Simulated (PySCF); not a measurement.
BrCdH₃Si. Atoms are numbered in the order given.

```xyz
6

Cd     0.0000     0.0000     0.4140
Br     0.0000     0.0000    -2.0239
Si     0.0000     0.0000     2.9055
H     -1.2132    -0.7004     3.4284
H      0.0000     1.4009     3.4284
H      1.2132    -0.7004     3.4284
```
Charge 0, spin multiplicity 1.

Geometry optimised at PBE0-D3(BJ)/def2-SVP. The structure was generated by enumeration; whether it is a known compound was not checked. The def2 effective core potentials stand for the cores of Cd; spin–orbit coupling is left out.

All values below come from PySCF with ωB97X/def2-TZVPD.

Mulliken values depend strongly on the basis, most of all with diffuse functions as here. ESP charges are fitted to the potential on shells at 1.4 to 2.0 van der Waals radii. Atomic charges (e):

```csv
atom,Mulliken,ESP fit
Cd1,0.59,___
Br2,-0.45,___
Si3,0.12,___
H4,-0.09,___
H5,-0.09,___
H6,-0.09,___
```

Q: Fill in the missing entries. (An estimate is asked for; the answer gives what the named calculation found.)

A: 
- Cd1, ESP fit: 0.50
- Br2, ESP fit: -0.37
- Si3, ESP fit: -0.10
- H4, ESP fit: -0.01
- H5, ESP fit: -0.01
- H6, ESP fit: -0.01
